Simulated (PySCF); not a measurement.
All values below come from TPSSh-D3(BJ)/def2-TZVP // BP86-D3(BJ)/def2-SVP in PySCF. All species are isolated molecules in the gas phase. One relaxed conformer stands for a flexible species; it need not be the lowest. 

Reference species: [Mo(F)4(NH2)2] (neutral, multiplicity 1).

* **HOMO**: -8.05 eV
* **coordination number**: 6
* **HOMO–LUMO gap**: 3.46 eV

Changed species: [Mo(F)2(NH2)4] (4 of 6 F replaced by NH2; the reference has 2 of 6 F replaced by NH2).

Problem. Give the shifts of the HOMO, coordination number and HOMO–LUMO gap.

Solution. the HOMO increases by 1.86 eV, to -6.19 eV; the coordination number is nearly the same; the HOMO–LUMO gap decreases by 0.43 eV, to 3.03 eV.
